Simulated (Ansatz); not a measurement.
Diatomic LiB, multiplicity 3 (lowest of 2S+1 = 1, 3 at CCSD(T)/def2-TZVPP on PBE0 minima; our sources give no spin for the ground state, which may be another).

```json
[
 {"level": "SVWN5/def2-TZVPP", "bond energy D_e (eV)": "1.668", "minus CCSD(T)/def2-QZVPP": "0.446"},
 {"level": "PBE/def2-TZVPP", "bond energy D_e (eV)": "1.412", "minus CCSD(T)/def2-QZVPP": "0.190"},
 {"level": "r2SCAN/def2-TZVPP", "bond energy D_e (eV)": "1.507", "minus CCSD(T)/def2-QZVPP": "0.285"},
 {"level": "B97M-V/def2-TZVPP", "bond energy D_e (eV)": "1.503", "minus CCSD(T)/def2-QZVPP": "0.281"},
 {"level": "B3LYP/def2-TZVPP", "bond energy D_e (eV)": "1.253", "minus CCSD(T)/def2-QZVPP": "0.031"},
 {"level": "PBE0/def2-TZVPP", "bond energy D_e (eV)": "1.339", "minus CCSD(T)/def2-QZVPP": "0.117"},
 {"level": "BHLYP/def2-TZVPP", "bond energy D_e (eV)": "1.156", "minus CCSD(T)/def2-QZVPP": "-0.066"},
 {"level": "CAM-B3LYP/def2-TZVPP", "bond energy D_e (eV)": "1.264", "minus CCSD(T)/def2-QZVPP": "0.042"},
 {"level": "wB97X-V/def2-TZVPP", "bond energy D_e (eV)": "1.197", "minus CCSD(T)/def2-QZVPP": "-0.025"},
 {"level": "wB97M-V/def2-TZVPP", "bond energy D_e (eV)": "1.298", "minus CCSD(T)/def2-QZVPP": "0.076"},
 {"level": "B2PLYP/def2-TZVPP", "bond energy D_e (eV)": "1.193", "minus CCSD(T)/def2-QZVPP": "-0.028"},
 {"level": "CCSD/aug-cc-pVTZ", "bond energy D_e (eV)": "1.148", "minus CCSD(T)/def2-QZVPP": "-0.074"},
 {"level": "CCSD/def2-TZVPP", "bond energy D_e (eV)": "1.101", "minus CCSD(T)/def2-QZVPP": "-0.121"},
 {"level": "CCSD/def2-QZVPP", "bond energy D_e (eV)": "1.172", "minus CCSD(T)/def2-QZVPP": "-0.049"},
 {"level": "CCSD(T)/aug-cc-pVTZ", "bond energy D_e (eV)": "1.193", "minus CCSD(T)/def2-QZVPP": "-0.029"},
 {"level": "CCSD(T)/def2-TZVPP", "bond energy D_e (eV)": "1.143", "minus CCSD(T)/def2-QZVPP": "-0.079"},
 {"level": "CCSD(T)/def2-QZVPP", "bond energy D_e (eV)": "1.222", "minus CCSD(T)/def2-QZVPP": "0.000"}
]
```

 The comparison column counts from a level with limits of its own.

The rows run from 1.101 (CCSD/def2-TZVPP) to 1.668 eV (SVWN5/def2-TZVPP). From def2-TZVPP to def2-QZVPP CCSD(T) changes by 0.079. The 11 functionals in def2-TZVPP without D3 or D4 span 0.512, from BHLYP to SVWN5.

D_e counts from the fitted minimum to each atom's lowest state at the same level, without counterpoise.

Correlated levels freeze the inner cores; with def2 sets outer-core shells near the valence are correlated too.

Codes used: Ansatz (Gaussian orbitals). Values without a source in brackets are computed.

Ansatz is an electronic-structure program.
